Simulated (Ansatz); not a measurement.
Computed with Ansatz on PBE0-D4/def2-TZVP structures; ΔE is electronic, products minus reactants. CCSD(T)/CBS adds triple-zeta CCSD(T) − MP2 to the extrapolated MP2 energy (def2 sets, frozen cores). Functionals use def2-TZVPP. Each species was taken in one conformer, which may not be the lowest.

Reaction (formal exchange of groups at the Si–C bond): `FCNC[SiH3]` + `C=C(O)F` → `C=C(O)[SiH3]` + `FCNCF`

Question: Is it downhill or uphill in electronic energy at CCSD(T)/CBS, and by how much? (Best estimate.)

Answer: Computed: Nearly level: ΔE = -0.5 kcal/mol.

Question: What do these levels give: PBE-D4, r2SCAN-D4, PBE0-D4, ωB97X-V, PBE0, HF/def2-QZVPP? (Best estimate.)

Answer: Ansatz gave: PBE-D4 0.2, r2SCAN-D4 1.0, PBE0-D4 0.9, ωB97X-V 0.6, PBE0 1.0, HF/def2-QZVPP 0.1 kcal/mol.

Largest T1 diagnostic among the species: 0.013.
